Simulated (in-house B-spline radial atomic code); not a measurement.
Cl II (Cl+) is squeezed into an impenetrable sphere of radius R (the orbitals vanish at R). Method: non-relativistic r2SCAN, spin-polarised, spherical fractional occupations, point nucleus. Calculated with a B-spline radial code for spherical atoms.

Energies in eV above the free ion in [Ne] 3s2 3p4:

| R (bohr) | highest level (eV) | [Ne] 3s2 3p4 | [Ne] 3s1 3p5 | [He] 2s2 2p5 3s2 3p4 3d1 |
| --- | --- | --- | --- | --- |
| 7.97 | -18.1 | 0.0002488 | 12.89 | 214.5 |
| 6.62 | -18.1 | 0.006247 | 12.9 | 214.6 |
| 5.26 | -17.9 | 0.1221 | 13.04 | 215 |
| 3.9 | -16.3 | 2.242 | 15.44 | 217.7 |
| 3.89 | -16.3 | 2.291 | 15.49 | 217.7 |
| 2.97 | -9.77 | 16.32 | 30.6 | 232.1 |
| 2.75 | -6.16 | 26.23 | 41.05 | 242.2 |
| 2.01 | 24.3 | 136.2 | 154.1 | 355.7 |
| 1.85 | 39.2 | 198.5 | 217.2 | 420.8 |
| 1.59 | 78.6 | 376.8 | 396.2 | 608.2 |

(1) Does [Ne] 3s1 3p5 fall below [Ne] 3s2 3p4 under compression?

(2) Does [He] 2s2 2p5 3s2 3p4 3d1 fall below [Ne] 3s2 3p4 under compression?

The highest level is first positive in the row R = 2.01 bohr, pushed up by confinement above the zero of the free ion's potential. Each configuration is held fixed and needn't be the lowest in the sphere.

Answers

(1) No, it stays above over the whole range.

(2) No, it stays above over the whole range.
